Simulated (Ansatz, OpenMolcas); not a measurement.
**How basis sets differ on B3H3O3 (SMILES B1OBOBO1)**

The species is B3H3O3 (9 atoms), meant as a singlet with charge 0. SMILES: `B1OBOBO1`. The coordinates come from a PBE0-D4/def2-TZVP relaxation. This is one conformer, not always the lowest.

```xyz
9

B     1.3016    0.1158   -0.4247
O     0.6128   -1.0535   -0.6248
B    -0.6869   -1.1727   -0.2023
O    -1.2974   -0.1154    0.4232
B    -0.6148    1.0569    0.6269
O     0.6846    1.1689    0.2016
H     2.4293    0.2162   -0.7926
H    -1.2819   -2.1887   -0.3775
H    -1.1473    1.9725    1.1701
```

Quantity: the HOMO–LUMO gap, in eV. The values are calculated.

```tsv
level	kind	program	value (eV)	CPU time
HF/ANO-XS-MB (DKH2)	Hartree–Fock	OpenMolcas	16.62	2.8 s
HF/STO-3G	Hartree–Fock	OpenMolcas	18.07	1.5 s
HF/3-21G	Hartree–Fock	OpenMolcas	17.09	2.3 s
HF/6-31G* (spherical functions)	Hartree–Fock	OpenMolcas	17.48	7.1 s
HF/def2-SVP	Hartree–Fock	Ansatz	17.16	5.8 s
```

The values span 16.62 to 18.07 eV. A Hartree–Fock LUMO above zero doesn't converge with the basis: it sinks as sets grow more diffuse. Orbital gaps aren't excitation energies. Times are those of the runs behind each value, whatever else they computed, on shared processors of several kinds: orders of magnitude only.
